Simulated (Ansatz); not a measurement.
A structure relaxed at r2SCAN-D4/def2-TZVP in Ansatz, charge 0, doublet:

```xyz
7

Al   -0.3210    0.6975   -0.0236
Al   -1.7634   -1.1586    1.0902
Li    0.0490    0.1445    2.5468
Li    2.0957    1.7215    0.3941
Li    0.8154    1.0375   -2.4021
Li    0.9541   -1.5847   -0.0484
Li   -1.8298   -0.8577   -1.5570
```

Question: Give its formula and point group.

Answer: the cluster Li5Al2. Point group Cs (tolerance 0.1 Å).

Question: Summarise the bond lengths by kind (pairs closer than 1.2 times the sum of covalent radii, bridged metal pairs left out).

Answer: 8 × Al–Li 2.61 to 2.98 Å; 1 × Al–Al 2.60 Å.

The charge 0 doublet is spin-contaminated (final ⟨S²⟩ up to 0.85, 0.75 for a pure state). The relaxation made no stability test and no search for a lower SCF solution. The structure comes from a short search, and lower isomers may exist.
